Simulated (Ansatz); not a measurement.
`C[SiH](S)S` → CH₄ + `S[Si]S`  (silylene formation by 1,1-elimination)

Gas-phase electronic energies from Ansatz, PBE0-D4/def2-TZVP geometries. CBS: MP2 limit from def2 TZ/QZ plus the TZ coupled-cluster correction, frozen cores. This one scheme is used for every species. DFT in def2-TZVPP. B3LYP here is the variant with VWN-RPA as its local correlation; programs differ in this. One conformer a species, not always the lowest.

```json
{"level": "B97M-V", "ΔE (kcal/mol)": "29.1", "difference from CCSD(T)/CBS": "-1.7"}
{"level": "PBE0-D4", "ΔE (kcal/mol)": "31.8", "difference from CCSD(T)/CBS": "1.0"}
{"level": "B3LYP-D4", "ΔE (kcal/mol)": "27.4", "difference from CCSD(T)/CBS": "-3.4"}
{"level": "r2SCANh-D4", "ΔE (kcal/mol)": "32.8", "difference from CCSD(T)/CBS": "2.0"}
{"level": "r2SCAN0-D4", "ΔE (kcal/mol)": "34.1", "difference from CCSD(T)/CBS": "3.3"}
{"level": "PBE-QIDH", "ΔE (kcal/mol)": "34.1", "difference from CCSD(T)/CBS": "3.3"}
{"level": "PBE", "ΔE (kcal/mol)": "25.4", "difference from CCSD(T)/CBS": "-5.4"}
{"level": "BLYP", "ΔE (kcal/mol)": "19.1", "difference from CCSD(T)/CBS": "-11.7"}
{"level": "B3LYP", "ΔE (kcal/mol)": "24.1", "difference from CCSD(T)/CBS": "-6.7"}
{"level": "r2SCANh", "ΔE (kcal/mol)": "32.2", "difference from CCSD(T)/CBS": "1.4"}
{"level": "CAM-B3LYP", "ΔE (kcal/mol)": "29.0", "difference from CCSD(T)/CBS": "-1.8"}
{"level": "LC-ωPBE", "ΔE (kcal/mol)": "35.9", "difference from CCSD(T)/CBS": "5.1"}
{"level": "RPA@PBE/def2-TZVPP", "ΔE (kcal/mol)": "26.6", "difference from CCSD(T)/CBS": "-4.2"}
{"level": "MP2/def2-SVP", "ΔE (kcal/mol)": "31.0", "difference from CCSD(T)/CBS": "0.2"}
{"level": "CCSD(T)/def2-SVP", "ΔE (kcal/mol)": "26.6", "difference from CCSD(T)/CBS": "-4.2"}
{"level": "MP2/def2-TZVPP", "ΔE (kcal/mol)": "33.3", "difference from CCSD(T)/CBS": "2.5"}
{"level": "CCSD(T)/CBS", "ΔE (kcal/mol)": "30.8", "difference from CCSD(T)/CBS": "0"}
```

Largest T1 diagnostic among the species: 0.015.

The D4 term adds +3.3 kcal/mol with B3LYP and +1.9 kcal/mol with PBE0; it sums over pairs of atoms, weighted by their polarisabilities, and B3LYP, whose exchange is more repulsive, gets the larger term. At CCSD(T), def2-SVP lies −4.2 kcal/mol from the extrapolated value and def2-TZVPP −0.9 kcal/mol. From r2SCAN to r2SCAN0 (25 % exact exchange), in def2-TZVPP and without D4, ΔE moves by +2.0 kcal/mol.
